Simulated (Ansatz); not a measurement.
The cluster Al₅Ga⁺. Charge 1, multiplicity 2. Geometry PBE-D4/def2-SVP, that of the neutral singlet; atoms count from 1.

```xyz
6

Al    2.044   -0.550   -0.125
Al   -0.055   -1.899    0.706
Al    0.174    0.455    1.577
Al   -1.583   -1.024   -1.229
Al    0.924    1.739   -0.845
Ga   -1.503    1.279   -0.084
```

The structure comes from a short search, and lower isomers may exist.

Question: Estimate the Mulliken populations from the PBE0/def2-TZVP orbitals of Ansatz.

Answer: 
```json
{"atom": "Al1", "charge (e)": "0.20", "spin (α − β)": "0.08"}
{"atom": "Al2", "charge (e)": "0.13", "spin (α − β)": "0.15"}
{"atom": "Al3", "charge (e)": "0.15", "spin (α − β)": "0.21"}
{"atom": "Al4", "charge (e)": "0.23", "spin (α − β)": "0.20"}
{"atom": "Al5", "charge (e)": "0.21", "spin (α − β)": "0.22"}
{"atom": "Ga6", "charge (e)": "0.08", "spin (α − β)": "0.15"}
```
Mulliken values and Mayer orders depend strongly on the basis.

Question: Where does the spin sit?

Answer: Summed by element: Al 0.85, Ga 0.15, of 1 unpaired in all. Largest on single atoms: Al5 0.22, Al3 0.21, Al4 0.20.

Question: And the Mayer bond orders between bonded heavy atoms (over 0.3)?

Answer: Al1–Al2 0.62 (2.63 Å); Al1–Al3 0.54 (2.72 Å); Al1–Al5 0.56 (2.65 Å); Al2–Al3 0.69 (2.52 Å); Al2–Al4 0.65 (2.62 Å); Al3–Al5 0.46 (2.84 Å); Al3–Ga6 0.66 (2.50 Å); Al4–Ga6 0.66 (2.57 Å); Al5–Ga6 0.64 (2.59 Å). Values over 0.3 also appear between atoms too far apart for a bond (Al1–Ga6 0.31 at 3.99 Å; Al2–Al5 0.31 at 4.07 Å; Al3–Al4 0.34 at 3.63 Å); they arise where an orbital or an unpaired electron spreads over both atoms.
